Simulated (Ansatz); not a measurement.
Total energies of `[SiH3][O][Al]([Cl])[Br]`.

Cartesian coordinates in Å:
```
Si 0.0468 -1.4886 -0.2951
O -0.0962 0.0910 0.0812
Al -0.1038 1.7237 0.3779
Cl -1.5565 2.5496 1.6054
Br 1.4442 3.0416 -0.5385
H -0.3314 -2.3154 0.8792
H 1.4496 -1.7941 -0.6769
H -0.8526 -1.8078 -1.4333
```

Charge 0, multiplicity 1. Correlated methods include outer-core shells of Br, which these sets cover unevenly. Scalar relativity is left out up to krypton. All single points use the PBE0-D4/def2-TZVP geometry. It is one conformer, not always the lowest. Basis def2-TZVPP, the Gaussian-basis code of Ansatz.

RPA on PBE orbitals: Hartree–Fock energy of these orbitals -3639.64139 Eh, correlation -1.42299 Eh (frozen core).

```json
{"functional": "r2SCANh", "kind": "meta-GGA hybrid, 10 %", "energy without D4 (Eh)": "-3643.47302", "D4 term (kJ/mol)": "-5.9"}
{"functional": "HSE06 (plane-wave form)", "kind": "screened hybrid", "energy without D4 (Eh)": "-3642.82436", "D4 term (kJ/mol)": "-18.1"}
```

Give the same for LDA (SPW92), PBE, revPBE, BLYP, r2SCAN, B97M-V, PBE0, B3LYP, r2SCAN0, BHLYP, CAM-B3LYP, LC-ωPBE, ωB97X-V, ωB97M-V, B2PLYP, PBE-QIDH. (Best estimate.)

The calculation gave: 
| functional | kind | energy without D4 (Eh) | D4 term (kJ/mol) |
| --- | --- | --- | --- |
| LDA (SPW92) | LDA | -3635.79760 | – |
| PBE | GGA | -3642.65912 | -21.8 |
| revPBE | GGA | -3643.15428 | -52.8 |
| BLYP | GGA | -3643.61859 | -45.7 |
| r2SCAN | meta-GGA | -3643.48217 | -5.3 |
| B97M-V | meta-GGA with VV10 | -3642.87891 | – |
| PBE0 | global hybrid, 25 % exact exchange | -3642.84365 | -19.0 |
| B3LYP | global hybrid, 20 % | -3643.70221 | -35.6 |
| r2SCAN0 | meta-GGA hybrid, 25 % | -3643.46056 | -6.6 |
| BHLYP | global hybrid, 50 % | -3643.58149 | -31.9 |
| CAM-B3LYP | range-separated hybrid | -3643.74606 | -20.0 |
| LC-ωPBE | long-range corrected hybrid | -3642.91318 | – |
| ωB97X-V | range-separated hybrid GGA with VV10 | -3643.20022 | – |
| ωB97M-V | range-separated hybrid meta-GGA with VV10 | -3643.39098 | – |
| B2PLYP | double hybrid | -3642.82227 | – |
| PBE-QIDH | double hybrid | -3642.27748 | – |

B3LYP takes the VWN-RPA correlation (the form of Gaussian; ORCA's B3LYP/G). HSE06 is the plane-wave form, built on full-range PBE exchange. The double hybrids freeze the cores in their second-order part.

LC-ωPBE has ω = 0.4 bohr⁻¹.
